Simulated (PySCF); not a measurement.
# Energy of Sn⁺ (tin, charge +1) between two integer charges

The 5p alpha orbital of [Kr] 4d10 5s2 5p1 is emptied in steps (occupation f), with all orbitals relaxed, ending at [Kr] 4d10 5s2. All numbers are calculated (PySCF 2.14, a scalar-relativistic core potential, in aug-cc-pVDZ-PP with ECP28MDF (5s4p3d, 32 functions)). The exact energy is a straight line in f; departures are measured from the line between the end points of the same method.

Task: Among UHF, LDA, PBE, PBE0, r2SCAN, LC-wPBE, BHandHLYP, wB97X, TPSS, which shows the largest delocalisation error (convex curve), and which is closest to linear?

Result: Most convex: LDA (-0.935 eV at f = 0.5); closest to linear: LC-wPBE (-0.039 eV).

```tsv
f	UHF (eV)	LDA (eV)	PBE (eV)	PBE0 (eV)	r2SCAN (eV)	LC-wPBE (eV)	BHandHLYP (eV)	wB97X (eV)	TPSS (eV)
1	0.000	0.000	0.000	0.000	0.000	0.000	0.000	0.000	0.000
0.75	0.051	-0.699	-0.676	-0.493	-0.637	-0.034	-0.336	-0.101	-0.655
0.5	0.067	-0.935	-0.900	-0.654	-0.838	-0.039	-0.448	-0.140	-0.869
0.25	0.050	-0.701	-0.673	-0.486	-0.612	-0.024	-0.336	-0.109	-0.645
0	0.000	0.000	0.000	0.000	0.000	0.000	0.000	0.000	0.000
```

```csv
method,E(f=0) − E(f=1) (eV),−ε at f=1 (eV),−ε at f=0.5 (eV)
UHF,13.720,13.998,13.716
LDA,14.381,10.669,14.375
PBE,14.212,10.613,14.218
PBE0,14.245,11.610,14.261
r2SCAN,14.362,10.940,14.425
LC-wPBE,14.374,14.176,14.400
BHandHLYP,14.193,12.401,14.193
wB97X,14.118,13.594,14.096
TPSS,14.177,10.681,14.201
```

Reference removal energy between the ground levels: 14.633 eV (measured; NIST Atomic Spectra Database, ionization energies). The calculation has no spin-orbit coupling. UHF lacks correlation.
